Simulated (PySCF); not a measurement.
toluene (C7H8), SMILES Cc1ccccc1. Atoms are numbered in the order given.

```xyz
15

C     -2.4198    -0.1039    -0.0188
C     -0.9171    -0.0371     0.0091
C     -0.1461    -1.1976     0.1856
C      1.2503    -1.1425     0.1798
C      1.9048     0.0794    -0.0015
C      1.1503     1.2436    -0.1747
C     -0.2458     1.1837    -0.1682
H     -2.8728     0.8298     0.3474
H     -2.7990    -0.9351     0.5945
H     -2.7886    -0.2631    -1.0472
H     -0.6506    -2.1588     0.3320
H      1.8305    -2.0594     0.3216
H      2.9978     0.1250    -0.0031
H      1.6519     2.2064    -0.3122
H     -0.8289     2.1014    -0.3009
```

Coordinates come from a r2SCAN-D4/def2-SVP optimisation.

Calculation: KT2/pcSseg-1 (PySCF).

GIAO shieldings, no solvent; atoms alike by connectivity are averaged. δ = σ(ref) − σ: ¹³C against TMS (σ = 185.1 ppm); ¹H against TMS (σ = 31.47 ppm), references at their B3LYP-D3(BJ)/def2-TZVP geometries, non-relativistic.

```tsv
nucleus	atoms	count	δ (ppm)
¹³C	C2	1	135.3
¹³C	C3, C7	2	126.7
¹³C	C4, C6	2	125.8
¹³C	C5	1	123.2
¹³C	C1	1	25.7
¹H	H12, H14	2	7.41
¹H	H11, H15	2	7.35
¹H	H13	1	7.31
¹H	H8, H9, H10	3	2.65
```
